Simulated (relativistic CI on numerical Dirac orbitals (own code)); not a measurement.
Computed by Dirac-Coulomb-Breit CI, separate exchange-only KLI orbitals for each configuration, model QED (radiative potential, 1s self-energy scaled to tabulated hydrogen-like ionisation energies), unscaled Slater integrals (own radial code, finite nucleus).

The strongest absorption lines from the ground level of an ion, among the configurations computed and to levels below about 1060 eV (vacuum wavelength in nm, gf): 1.2593 (0.11), 4.2904 (1.7), 4.3497 (0.31), 4.4183 (0.61), 4.9004 (1), 5.5254 (0.28), 5.7484 (0.78), 5.8992 (0.29).

Problem. Which ion is it?
A. La38+
B. Xe35+
C. Sb32+
D. Cd29+

Solution. B. Xe35+ has 19 electrons and the ground level 3s2 3p6 3d 2D_3/2; the strongest line goes to 3s2 3p5 3d2 2D°_3/2. The pattern of lines fixes the number of electrons, and along that sequence the line energies rise steadily with the charge (about as its square where n changes within one kind of shell, about linearly where n is kept but much faster in heavy ions where fine structure, which grows about as Z⁴, sets the gap, and irregularly where shells cross), which fixes Z. Configurations outside the model, such as inner-shell arrays, can give stronger lines. At this charge energies of transitions that change n are usually good to better than 1 %, and those within a shell (Δn = 0) to a few per cent.

LS names give the leading component of a level, which can be under half, so a name can repeat, a term be missing and a line seem to break the LS rules.
